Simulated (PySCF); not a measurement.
Compound: C9H14Si.
Atom-mapped SMILES: `[CH:1]1=[C:2]([CH:3]2[CH2:4][CH2:5]2)[C@H:6]2[CH2:7][C@H:8]([CH2:9]2)[SiH2:10]1`

Structure used (GFN2-xTB), in Å, numbered top down from 1:
```
atom  x, y, z in Å
C1    -0.115   -0.988   -0.653
C2    -0.409    0.145   -0.001
C3    -1.736    0.797   -0.046
C4    -2.578    0.762   -1.298
C5    -3.001   -0.024   -0.105
C6     0.641    0.820    0.837
C7     1.357   -0.173    1.771
C8     2.358   -0.418    0.632
C9     1.976    0.963    0.081
Si10   1.602   -1.720   -0.521
H11   -0.875   -1.470   -1.252
H12   -1.797    1.711    0.533
H13   -3.134    1.650   -1.558
H14   -2.183    0.229   -2.149
H15   -3.852    0.315    0.467
H16   -2.896   -1.098   -0.136
H17    0.250    1.726    1.306
H18    1.807    0.329    2.627
H19    0.767   -1.020    2.119
H20    3.400   -0.562    0.917
H21    1.909    1.078   -1.000
H22    2.589    1.766    0.492
H23    2.304   -1.755   -1.811
H24    1.605   -3.046    0.109
```

NICS = −σ at a ghost point: NICS(0) at the centroid of the ring atoms, NICS(1) 1 Å to either side along the normal of their mean plane, zz for the tensor component along that normal. Level: GIAO PBE0/pcSseg-1 (PySCF, non-relativistic, gas phase) on the GFN2-xTB geometry, one conformer.

Ring bond lengths (Å), with Mayer bond orders in brackets: C1–C2 1.339 (1.88), C2–C6 1.504 (0.95), C6–C7 1.540 (0.97), C7–C8 1.536 (0.97), C8–Si10 1.897 (0.88), Si10–C1 1.872 (0.90); C3–C4 1.509 (0.94), C4–C5 1.490 (0.98), C5–C3 1.509 (0.93); C6–C7 1.540 (0.97), C7–C8 1.536 (0.97), C8–C9 1.536 (0.97), C9–C6 1.540 (0.97).

Task: Give the NICS values of each ring in ppm.

Result: 
| ring | type | NICS(0) | NICS(1), two faces | NICS(1)zz, two faces | rms pucker (Å) | centre to ring atoms, mean (Å) |
| --- | --- | --- | --- | --- | --- | --- |
| C1–C2–C6–C7–C8–Si10 | 6-membered ring with Si; formal bonds 1 double, 5 single | 0.9 | -1.6 / -4.2 | 2.2 / -0.6 | 0.33 | 1.51 |
| C3–C4–C5 | 3-membered carbocycle; formal bonds all single | -43.8 | -8.0 / -8.5 | -23.5 / -24.2 | 0.00 | 0.87 |
| C6–C7–C8–C9 | 4-membered carbocycle; formal bonds all single | -0.7 | -0.7 / 0.8 | 2.4 / -2.0 | 0.16 | 1.08 |

Task: What can be read from them?

Result: 
- C1–C2–C6–C7–C8–Si10: mean NICS(1)zz 0.8 ppm, near zero. C6, C7, C8, Si10 have four or more neighbours; no verdict on aromaticity is drawn.
- C3–C4–C5: mean NICS(1)zz -23.8 ppm, shielded. C3, C4, C5 have four or more neighbours, so the value isn't read as a sign of a π ring current. NICS(0) lies 36 ppm below the mean NICS(1).
- C6–C7–C8–C9: mean NICS(1)zz 0.2 ppm, near zero. C6, C7, C8, C9 have four or more neighbours, and the NICS criterion for π rings isn't applied. The two faces differ by 4.4 ppm, so no symmetry operation interchanges them.

Task: What are the shieldings of the ring atoms and their hydrogens in the same run (means over atoms taken as equivalent)?

Result: 
```csv
atoms,environment,σ isotropic (ppm)
C1,alkene CH carbon,86.3
C2,fully substituted alkene carbon,-2.4
C3,allylic carbon,165.6
C4 (×2),three-membered-ring carbon,170.3
C6,sp3 carbon at a ring junction,141.4
C7 (×2),four-membered-ring carbon,149.8
C8,sp3 carbon bound to silicon,169.9
Si10,SiH2 silicon,393.7
H11,vinylic hydrogen,27.03
H12,methine hydrogen,30.63
H13 (×2),methylene hydrogen,30.80
H14 (×2),methylene hydrogen,31.15
H17,methine hydrogen,29.11
H18 (×2),methylene hydrogen,29.02
```

The list is cut; further classes of hydrogen are left out.
